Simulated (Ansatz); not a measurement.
```xyz
10

O     0.894    1.747   -0.356
C     0.888    0.392    0.053
Ge   -0.981   -0.214    0.047
O    -1.005   -1.922    0.578
H     1.794    2.080   -0.324
H     1.290    0.260    1.066
H     1.471   -0.248   -0.622
H    -1.585   -0.109   -1.368
H    -1.818    0.548    1.082
H    -0.947   -2.535   -0.157
```

The species carries charge 0 and has multiplicity 1.

(1) List the B3LYP/def2-TZVPP orbital energies in eV (Ansatz 0.2.0). (An estimate is asked.)

Results:

(1) Computed: Occupied: -10850.33, -1354.66, -1205.57, -1205.56, -1205.55, -520.78, -520.18, -278.10, -169.25, -119.54, -119.49, -119.47, -33.23, -33.08, -33.06, -33.00, -32.99, -28.14, -26.57, -18.72, -15.02, -14.35, -12.59, -12.31, -10.91, -9.84, -9.10, -8.83, -7.96, -7.71. Lowest empty: -0.13, 0.54, 1.22, 1.63, 2.19, 2.46, 2.85, 3.02.

B3LYP here is the variant with VWN-RPA as its local correlation; programs differ in this.
